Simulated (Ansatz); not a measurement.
The cluster Mo₃Se₅. Total charge 0; singlet. Geometry PBE-D4/def2-SVP, basis def2-TZVP, Ansatz.

| atom | x (Å) | y (Å) | z (Å) |
| --- | --- | --- | --- |
| Mo1 | -0.003 | 1.601 | 0.317 |
| Mo2 | -1.607 | 0.006 | 0.286 |
| Mo3 | 0.910 | -0.911 | -0.198 |
| Se4 | 2.141 | -2.117 | -1.692 |
| Se5 | -2.367 | 2.368 | 0.617 |
| Se6 | -0.693 | -2.071 | 1.240 |
| Se7 | 2.050 | 0.656 | 1.292 |
| Se8 | -0.431 | 0.468 | -1.864 |

| run | HOMO (eV) | LUMO (eV) |
| --- | --- | --- |
| A | -5.31 | -4.35 |
| B | -6.26 | -3.64 |
| C | -6.05 | -3.80 |
| D | -5.53 | -4.33 |

In the def2 sets Mo takes a core potential; there is no spin–orbit coupling. B3LYP takes the VWN-RPA correlation. No other spin state of charge 0 was run. The structure comes from a short search, and lower isomers may exist.

Problem. The runs used B3LYP, PBE, PBE0, r2SCAN. Estimate which is which.

Solution. A PBE (0 % exact exchange); B PBE0 (25 % exact exchange); C B3LYP (20 % exact exchange); D r2SCAN (0 % exact exchange). Exact exchange lowers occupied and raises empty levels; among semilocal functionals meta-GGAs tend to open the gap a little, and such runs are hard to tell apart. The gap grows from 0.96 eV (PBE) to 2.62 eV (PBE0). The restricted singlet is unstable towards broken spin symmetry in Hartree–Fock (as tested in another run); at PBE-D4/def2-TZVP, PBE0-D4/def2-TZVP, B3LYP-D4/def2-TZVP, r2SCAN-D4/def2-TZVP this wasn't settled.
